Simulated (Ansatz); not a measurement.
Geometry optimisation, RKS PBE0-D4/def2-SVP in Ansatz 0.2.0.

Input file:

```yaml
crystal:
  periodic: [false, false, false]
  atoms:
    - { symbol: Ge, position_ang: [-0.405859, -0.006549, 0.735039] }
    - { symbol: "N", position_ang: [1.438365, -0.328877, 0.50958] }
    - { symbol: C, position_ang: [-0.779192, 0.085259, -1.163817] }
    - { symbol: H, position_ang: [0.215728, -0.210411, -1.482638] }
    - { symbol: H, position_ang: [-0.761584, 1.276583, 1.527373] }
    - { symbol: H, position_ang: [-0.989164, -1.229153, 1.466716] }
    - { symbol: H, position_ang: [1.947664, -0.512896, 1.372875] }
    - { symbol: H, position_ang: [1.888192, 0.48039, 0.080645] }
    - { symbol: H, position_ang: [-1.520358, -0.63892, -1.515556] }
    - { symbol: H, position_ang: [-1.033693, 1.084673, -1.530119] }
basis:
  gaussian: { orbitals: def2-SVP }
hamiltonian:
  xc: pbe0
  dispersion: d4
relax:
  f_tol: 0.03
  max_steps: 50
output:
  orbitals: {}
```

Run as:

```bash
$ ansatz run input.yaml --threads 2 --pin off --max-ram 3072MiB --backend cpu --events-out ev --progress --plain --runs-dir out
```

Problem. Where does it end, and by what steps?

Solution. It converged. The force dipped under the threshold on the way, but the program's further checks kept it going. After 15 steps the energy has fallen by 0.226 eV; H4 moved furthest, 0.85 Å.

```tsv
step	energy less start (eV)	largest force component (eV/Å)	accepted
0	0.0000	0.708	yes
1	-0.1359	0.526	yes
2	-0.1794	0.495	yes
3	-0.0064	1.708	no
4	-0.1935	0.113	yes
5	-0.2004	0.073	yes
6	-0.2044	0.362	yes
7	-0.2130	0.166	yes
8	-0.1992	0.579	no
9	-0.2171	0.078	yes
10	-0.2212	0.083	yes
11	-0.2174	0.386	no
12	-0.2248	0.026	yes
13	-0.2256	0.107	yes
14	-0.2237	0.296	no
15	-0.2261	0.020	yes
```

```xyz
10
Properties=species:S:1:pos:R:3
Ge -0.276 -0.111 0.643
N 1.566 -0.141 0.675
C -0.823 0.050 -1.218
H -0.360 -0.750 -1.812
H -0.908 1.043 1.469
H -0.733 -1.451 1.254
H 1.960 -0.351 1.589
H 1.999 0.717 0.342
H -1.916 -0.025 -1.310
H -0.509 1.020 -1.631
```

Time of the run: 37 s on 2 threads of Arm Neoverse V1 (shared host), peak memory 0.2 GiB.
